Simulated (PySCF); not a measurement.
Cost of one run: geometry optimisation, `[CH]#[W]([NH2])([NH2])[NH2]` (W(CH)(NH2)3).

Method: PBE0-D3(BJ)/def2-SVP geometry optimisation, gas phase, def2 core potentials past Kr (PySCF 2.14.0). Work: geometry optimisation from a GFN2-xTB start shaken at random, density fitting. A driver script takes a list of jobs; this job's settings line and coordinates (Å) are shown.

Input:
```
{"job": {"xc": "PBE0", "basis": "def2-SVP", "d3": "d3bj", "grid": 1, "maxiter": 30, "shake": 0.03, "kind": "geom"}, "charge": 0, "multiplicity": 1}
W      0.061060    -0.076600     0.035300
C     -0.010430    -0.002580     1.873400
H     -0.049860     0.008760     2.933650
N      2.027450    -0.020330    -0.421790
H      2.209200    -0.055480    -1.428820
H      2.753970    -0.018570     0.160900
N     -0.915280     1.675030    -0.411690
H     -1.307370     2.429780     0.150440
H     -1.095870     1.945780    -1.340890
N     -0.996030    -1.667710    -0.363080
H     -1.165780    -1.926720    -1.350100
H     -1.395600    -2.374100     0.213670
```

Hardware: one thread of an AMD EPYC 7R43 (shared host). PySCF's memory limit was set to 2320 MB.

**Question.** How large is the basis?

**Answer.** 123 functions.

**Question.** How long does the run take?

**Answer.** About 61 s. The run took 8 energy-and-gradient evaluations and 62 SCF cycles, 7.6 s an evaluation on average.

**Question.** Estimate the peak memory.

**Answer.** About 0.49 GiB. Peak memory is the resident size of the whole Python process, interpreter and libraries included.

Other jobs ran on the host; a repeat could differ by tens of per cent or more.

The run converged: final energy -273.30834 Eh after 7 steps; dipole 2.57 D.
